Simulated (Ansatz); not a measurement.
The cluster Ge3. The state is a quintet with charge 0. Geometry PBE-D4/def2-TZVP; atoms count from 1.

```xyz
3

Ge    0.938    0.638    1.152
Ge   -1.610   -0.136   -0.039
Ge    0.673   -0.502   -1.113
```

At PBE0-D4/def2-TZVP a triplet of charge 0 lies 1.82 eV below the quintet, each at its own geometry. The structure comes from a short search, and lower isomers may exist.

**Question.** Estimate the Mulliken populations from the PBE0/def2-TZVP orbitals of Ansatz.

**Answer.** 
| atom | charge (e) | spin (α − β) |
| --- | --- | --- |
| Ge1 | -0.05 | 1.49 |
| Ge2 | -0.05 | 1.49 |
| Ge3 | 0.10 | 1.02 |
Mulliken values depend strongly on the basis.

**Question.** Where does the spin sit?

**Answer.** Summed by element: Ge 4.00, of 4 unpaired in all. Largest on single atoms: Ge1 1.49, Ge2 1.49, Ge3 1.02.

**Question.** And the Mayer bond orders between heavy atoms (over 0.3)?

**Answer.** Ge1–Ge2 0.76 (2.92 Å); Ge1–Ge3 1.08 (2.55 Å); Ge2–Ge3 1.08 (2.55 Å).
